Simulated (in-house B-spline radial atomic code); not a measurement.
Successive ionisation energies of hafnium; each step leads to the configuration of the next row (after the last: [Kr] 4d10 4f5/2(6) 4f7/2(1)). Dirac energy differences include first-order Breit, QED and recoil terms. NIST's values go from ground level to ground level; the uncertainty of those that are theory runs from under 0.1 % in few-electron ions to several per cent in heavy many-electron ones. Computed with an all-electron radial atomic-structure program (B-spline basis): Dirac-Hartree-Fock, jj configuration that fills j = l - 1/2 first, finite nuclei.

Some pairs differ by more than the removed electron.

A number in brackets counts the electrons of a j subshell.

```tsv
ion	configuration	ionisation energy (eV)	tabulated value (eV)	tabulated kind	computed minus tabulated (eV)	highest orbital	largest mean radius (bohr)
Hf	[Xe] 4f14 5d3/2(2) 6s2	5.7	6.82507	measured	-1.2	6s1/2	3.713
Hf+	[Xe] 4f14 5d3/2(1) 6s2	13.3	14.61	tabulated theory	-1.4	6s1/2	3.2677
Hf2+	[Xe] 4f14 5d3/2(2)	21.0	22.55	tabulated theory	-1.6	5d3/2	2.0849
Hf3+	[Xe] 4f14 5d3/2(1)	32.3	33.37	semi-empirical	-1.1	5d3/2	1.9218
Hf4+	[Xe] 4f14	64.8	68.37	semi-empirical	-3.6	4f7/2	1.342
Hf5+	[Xe] 4f5/2(6) 4f7/2(7)	98.2	98	tabulated theory	0.2	4f7/2	1.2956
Hf6+	[Kr] 4d10 4f5/2(6) 4f7/2(7) 5s2 5p1/2(2) 5p3/2(3)	115.3	118	tabulated theory	-2.7	4f7/2	1.2695
Hf7+	[Kr] 4d10 4f5/2(6) 4f7/2(7) 5s2 5p1/2(2) 5p3/2(2)	?	?	tabulated theory	?	?	?
Hf8+	[Kr] 4d10 4f5/2(6) 4f7/2(7) 5s2 5p1/2(2) 5p3/2(1)	150.8	157	tabulated theory	-6.2	5p3/2	1.2241
Hf9+	[Kr] 4d10 4f5/2(6) 4f7/2(7) 5s2 5p1/2(2)	?	?	tabulated theory	?	?	?
Hf10+	[Kr] 4d10 4f5/2(6) 4f7/2(6) 5s2 5p1/2(2)	?	?	tabulated theory	?	?	?
Hf11+	[Kr] 4d10 4f5/2(6) 4f7/2(6) 5s2 5p1/2(1)	222.8	230	tabulated theory	-7.2	5p1/2	1.0935
Hf12+	[Kr] 4d10 4f5/2(6) 4f7/2(6) 5s2	250.3	270	tabulated theory	-19.7	4f7/2	1.0222
Hf13+	[Kr] 4d10 4f5/2(6) 4f7/2(5) 5s2	295.9	310	tabulated theory	-14.1	4f7/2	1.0028
Hf14+	[Kr] 4d10 4f5/2(6) 4f7/2(5) 5s1	319.6	334	tabulated theory	-14.4	4f7/2	0.99091
Hf15+	[Kr] 4d10 4f5/2(6) 4f7/2(5)	337.2	359	tabulated theory	-21.8	4f7/2	0.56487
Hf16+	[Kr] 4d10 4f5/2(6) 4f7/2(4)	373.8	399	tabulated theory	-25.2	4f7/2	0.55222
Hf17+	[Kr] 4d10 4f5/2(6) 4f7/2(3)	411.6	440	tabulated theory	-28.4	4f7/2	0.54041
Hf18+	[Kr] 4d10 4f5/2(6) 4f7/2(2)	450.8	481	tabulated theory	-30.2	4f7/2	0.52935
```

Question: Fill in the row of Hf7+.

Answer: ionisation energy (eV): 132.8; tabulated value (eV): 137; computed minus tabulated (eV): -4.2; highest orbital: 5p3/2; largest mean radius (bohr): 1.246.

Question: Fill in the row of Hf9+.

Answer: ionisation energy (eV): 171.7; tabulated value (eV): 187; computed minus tabulated (eV): -15.3; highest orbital: 4f7/2; largest mean radius (bohr): 1.1396.

Question: Fill in the row of Hf10+.

Answer: ionisation energy (eV): 201.5; tabulated value (eV): 209; computed minus tabulated (eV): -7.5; highest orbital: 5p1/2; largest mean radius (bohr): 1.1105.

Question: Where is the largest jump?

Answer: From Hf to Hf+, by a factor of 2.35 (5.6501 to 13.258 eV); the highest orbital goes from 6s1/2 to 6s1/2.

Question: How far is this level of theory from the measured and semi-empirical values?

Answer: Over those 3 rows the differences run from -3.56 to -1.1 eV (mean absolute value 1.9 eV). The calculation leaves out correlation and, in open shells, the multiplet splittings that an average leaves out.
